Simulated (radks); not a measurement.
Values are calculated unless marked as measured or tabulated.
Kr II, configuration [Ar] 3d10 4s2 4p5 (the NIST ground configuration). Code: a radial shooting solver on a logarithmic mesh with Libxc functionals. Model: Dirac Kohn-Sham, PBE, spin-unpolarised, spherical densities, finite nucleus; open shells fill j = l - 1/2 first; Fermi nuclear charge, rms radius 4.1884 fm.

Normalised radial functions P(r) = r R(r) (large component), r in bohr:

```
   r/bohr * 3p3/2, o 3d5/2, + 4p3/2 (the largest magnitude, 1.47, reaches the edge; | marks zero, & curves that meet)
 0.003555                             &
  0.00404                             &
 0.004629                             &
 0.005303                             &
 0.006027                             &
 0.006905                             &
 0.007848                             &*
 0.008991                             &*
   0.0103                             &*
  0.01171                             &*
  0.01341                             &*
  0.01537                             o+*
  0.01747                             o+*
  0.02001                             o+ *
  0.02293                             o+ *
  0.02606                             o+  *
  0.02985                             o +  *
   0.0342                             o +   *
  0.03887                             |o+    *
  0.04453                             |o +     *
  0.05102                             |o +      *
  0.05799                             |o +       *
  0.06644                             | o +        *
  0.07612                             |  o+         *
  0.08651                             |   &         *
  0.09911                             |   +o         *
   0.1126                             |   + o       *
   0.1291                             |   +   o    *
   0.1479                             |  +      &
    0.168                             | +    *    o
   0.1925                             + *            o
   0.2206                         * + |                o
   0.2507                   *      +  |                   o
   0.2872              *         +    |                     o
   0.3291        *              +     |                      o
    0.374    *                 +      |                       o
   0.4285  *                   +      |                        o
   0.4909  *                    +     |                       o
   0.5579    *                    +   |                     o
   0.6392       *                    +|                   o
   0.7323           *                 | +              o
   0.8323               *             |    +        o
   0.9536                   *         |        + o
    1.093                       *     |       o   +
    1.242                         *   |     o       +
    1.423                           * |   o          +
    1.617                            *| o            +
    1.852                             *o            +
    2.122                             *o          +
    2.412                             &         +
    2.763                             &       +
    3.166                             &     +
    3.598                             &   +
    4.123                             & +
    4.723                             &+
    5.368                             &+
     6.15                             &
```

3p3/2: eigenvalue -204.40 eV, 1 radial node at r = 0.202 bohr, <r> = 0.544 bohr, 90 % of the charge inside 0.829 bohr. 3d5/2: eigenvalue -92.673 eV, 0 radial nodes, <r> = 0.557 bohr, 90 % of the charge inside 0.912 bohr. 4p3/2: eigenvalue -19.286 eV, 2 radial nodes at r = 0.195, 0.674 bohr, <r> = 1.84 bohr, 90 % of the charge inside 2.79 bohr.
